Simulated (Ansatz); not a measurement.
Cost and result for the atomization energy of `FC(S)[TeH]` (7 atoms, 6 bonds).

The species carries charge 0 and has multiplicity 1. Correlated methods include outer-core shells of Te, which these sets cover unevenly. Te: def2 effective core potential. The structure was optimised at the PBE0-D4/def2-TZVP level. It is one conformer, not always the lowest. Program: Ansatz. All runs use 2 threads of an Arm Neoverse V1 on a shared host. Times are those of one run each, without the atoms' runs, and a repeat can differ threefold. Electronic energies, without spin–orbit coupling; frozen cores. CCSD(T)/CBS adds CCSD(T) − MP2 in def2-TZVPP to the MP2 limit, and its time is that of the two runs behind it. T1 = 0.012. With those shells the extrapolation isn't a true limit. B3LYP takes the VWN-RPA correlation (the form of Gaussian; ORCA's B3LYP/G). HSE06 is the plane-wave form, built on full-range PBE exchange.

CCSD(T)/CBS is a level of theory with its own doubt, some kJ/mol a heavy atom from the limit and from the frozen cores, so smaller differences don't rank the functionals.

```json
{"level": "LDA (SPW92)/def2-TZVPP", "functions": "196", "wall time": "1.6 s", "atomization (kJ/mol)": "2510.3", "difference from CCSD(T)/CBS": "406.0", "per bond": "67.7"}
{"level": "PBE-D4/def2-TZVPP (with forces)", "functions": "196", "wall time": "3.2 s", "atomization (kJ/mol)": "2168.8", "difference from CCSD(T)/CBS": "64.5", "per bond": "10.8"}
{"level": "HSE06-D4/def2-TZVPP", "functions": "196", "wall time": "4.2 s", "atomization (kJ/mol)": "2097.4", "difference from CCSD(T)/CBS": "-6.9", "per bond": "-1.2"}
{"level": "BHLYP-D4/def2-TZVPP", "functions": "196", "wall time": "5.5 s", "atomization (kJ/mol)": "1982.6", "difference from CCSD(T)/CBS": "-121.7", "per bond": "-20.3"}
{"level": "CCSD(T)/def2-SVP", "functions": "87", "wall time": "5.5 s", "atomization (kJ/mol)": "1908.1", "difference from CCSD(T)/CBS": "-196.2", "per bond": "-32.7"}
{"level": "B3LYP-D4/def2-TZVPP (with forces)", "functions": "196", "wall time": "6 s", "atomization (kJ/mol)": "2082.3", "difference from CCSD(T)/CBS": "-22.0", "per bond": "-3.7"}
{"level": "PBE-QIDH/def2-TZVPP", "functions": "196", "wall time": "7.5 s", "atomization (kJ/mol)": "2060.6", "difference from CCSD(T)/CBS": "-43.7", "per bond": "-7.3"}
{"level": "ωB97X-V/def2-TZVPP", "functions": "196", "wall time": "11 s", "atomization (kJ/mol)": "2101.4", "difference from CCSD(T)/CBS": "-2.9", "per bond": "-0.5"}
{"level": "B97M-V/def2-TZVPP", "functions": "196", "wall time": "13 s", "atomization (kJ/mol)": "2099.6", "difference from CCSD(T)/CBS": "-4.7", "per bond": "-0.8"}
{"level": "ωB97M-V/def2-TZVPP (with forces)", "functions": "196", "wall time": "16 s", "atomization (kJ/mol)": "2091.6", "difference from CCSD(T)/CBS": "-12.7", "per bond": "-2.1"}
{"level": "MP2/def2-QZVPP", "functions": "356", "wall time": "21 s", "atomization (kJ/mol)": "2113.8", "difference from CCSD(T)/CBS": "9.5", "per bond": "1.6"}
{"level": "CCSD(T)/def2-TZVPP", "functions": "196", "wall time": "2.5 min", "atomization (kJ/mol)": "2021.3", "difference from CCSD(T)/CBS": "-83.0", "per bond": "-13.8"}
{"level": "CCSD(T)/CBS(def2)", "functions": "–", "wall time": "2.9 min", "atomization (kJ/mol)": "2104.3", "difference from CCSD(T)/CBS": "0.0", "per bond": "0.0"}
```

The D4 term adds +29.3 kJ/mol with B3LYP and +15.0 kJ/mol with PBE0; it sums over pairs of atoms, weighted by their polarisabilities, and B3LYP, whose exchange is more repulsive, gets the larger term. From BLYP to BHLYP (50 % exact exchange), in def2-TZVPP and without D4, the atomization energy moves by −104.7 kJ/mol: exact exchange takes away binding that semilocal exchange gives to molecules. In def2-TZVPP, CCSD(T) changes the Hartree–Fock value by +676.5 kJ/mol (the triples alone add +51.5 kJ/mol) and MP2 by +720.1 kJ/mol; breaking electron pairs costs correlation energy, which Hartree–Fock lacks.

Spin–orbit coupling would lower the free Te atoms strongly, and the atomization energy with them, by more than many differences here.
